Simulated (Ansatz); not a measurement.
`BC([SiH3])BCl` + `[AlH2][GeH3]` → `[AlH2][BH]Cl` + `B[CH]([SiH3])[GeH3]`  (redistribution)

Program: Ansatz. Geometries: PBE0-D4/def2-TZVP. ΔE: electronic, gas phase. CCSD(T)/CBS is the MP2 limit (def2-TZVPP, def2-QZVPP) plus CCSD(T) − MP2 in def2-TZVPP, frozen cores. DFT in def2-TZVPP. For Ge outer-core shells are correlated without core-valence functions, which leaves a few kJ/mol of doubt a bond. Scalar relativity is left out up to krypton. Each species was taken in one conformer, which may not be the lowest.

`BC([SiH3])BCl`:

Cartesian coordinates in Å:
```
B 0.866 0.456 1.131
C 0.285 -0.601 0.170
Si -1.349 0.388 0.046
B 0.899 -0.615 -1.231
Cl 1.217 -2.129 -2.060
H 0.930 0.244 2.306
H 1.224 1.516 0.701
H 0.052 -1.573 0.606
H -1.436 1.317 1.212
H -2.472 -0.576 0.128
H -1.413 1.189 -1.197
H 1.196 0.383 -1.812
```

`[AlH2][GeH3]`:

Z-matrix (Å, degrees):
```
Ge
Al 1 2.477
H 1 1.541 2 113.1
H 1 1.544 2 110.3 3 -118.9
H 1 1.541 2 113.2 3 122.2
H 2 1.588 1 120.3 3 30.1
H 2 1.588 1 120.3 3 -151.0
```

`[AlH2][BH]Cl`:

```xyz
6

Al    0.675    0.800   -0.167
B    -0.700   -0.821   -0.057
Cl   -1.142   -1.396    1.541
H     0.157    2.304   -0.162
H     2.242    0.529   -0.207
H    -1.232   -1.417   -0.948
```

`B[CH]([SiH3])[GeH3]`:

```xyz
13

B     1.408   -0.726   -0.555
C     0.251   -0.463    0.408
Si   -1.466   -0.922   -0.176
Ge    0.345    1.531    0.434
H     1.279   -0.476   -1.724
H     2.472   -1.117   -0.167
H     0.428   -0.787    1.436
H    -2.509   -0.265    0.659
H    -1.669   -2.393   -0.087
H    -1.643   -0.490   -1.586
H    -0.614    2.104   -0.619
H     1.774    2.019    0.133
H    -0.056    1.986    1.844
```

```json
{"level": "PBE-D4", "ΔE (kcal/mol)": "24.7"}
{"level": "MP2/CBS(def2)", "ΔE (kcal/mol)": "22.2"}
```

(1) What does CCSD(T)/CBS give? (Best estimate.)

Largest T1 diagnostic among the species: 0.013.

Answers

(1) Computed: +21.6 kcal/mol. The listed levels differ from it by 3.1, 0.6 kcal/mol.

In def2-TZVPP, CCSD(T) changes the Hartree–Fock value by +1.2 kcal/mol (the triples alone add +0.2 kcal/mol) and MP2 by +1.8 kcal/mol.
